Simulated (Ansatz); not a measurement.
Two isomers of CH7AlSSi2: A = `[SH][Al]1[SiH2]C[SiH2]1`, B = `[AlH2][C@H]1[SiH2][Si@@H]1S`.

Gas-phase electronic energies from Ansatz, PBE0-D4/def2-TZVP geometries. CBS: MP2 limit from def2 TZ/QZ plus the TZ coupled-cluster correction, frozen cores. DFT in def2-TZVPP. B3LYP here is the variant with VWN-RPA as its local correlation; programs differ in this. One conformer a species, not always the lowest.

A:

```xyz
12

S    -1.4279   -3.4075   -0.0369
Al   -0.5211   -1.4244   -0.1340
Si    1.6259   -0.3099    0.2416
C     0.6064    1.2878    0.4678
Si   -1.0345    0.9525   -0.4442
H    -2.6551   -2.9515   -0.3442
H     2.5879   -0.5681    1.3512
H     2.4175   -0.2169   -1.0218
H     0.3808    1.3926    1.5356
H     1.1201    2.1959    0.1434
H    -2.1993    1.6952    0.1181
H    -0.9009    1.3544   -1.8767
```

B:

```xyz
12

Al    2.034   -0.652   -0.578
C     0.518   -0.060    0.450
Si   -0.349    1.553   -0.068
Si   -1.138   -0.512   -0.342
S    -2.682   -1.358    0.858
H     3.263   -1.354    0.137
H     2.013   -0.440   -2.152
H     0.661   -0.243    1.516
H    -0.898    2.342    1.061
H     0.327    2.416   -1.068
H    -1.082   -1.325   -1.579
H    -2.667   -0.366    1.765
```

(1) Which is lower in electronic energy at CCSD(T)/CBS, and by how much? (Best estimate.)

(2) Give E(B) − E(A) in kJ/mol with CCSD(T)/def2-TZVPP, MP2/def2-TZVPP, PBE-D4, PBE0-D4, ωB97M-V, B3LYP-D4, r2SCAN-D4. (Best estimate.)

Largest T1 diagnostic: 0.013.

Results:

(1) Computed: A, by 114.9 kJ/mol.

(2) Computed: CCSD(T)/def2-TZVPP 119.4, MP2/def2-TZVPP 108.7, PBE-D4 124.3, PBE0-D4 125.1, ωB97M-V 109.3, B3LYP-D4 114.8, r2SCAN-D4 114.8. None reverses the order clearly.

The D4 term adds −5.0 kJ/mol with B3LYP and −2.6 kJ/mol with PBE0; it sums over pairs of atoms, weighted by their polarisabilities, and B3LYP, whose exchange is more repulsive, gets the larger term.
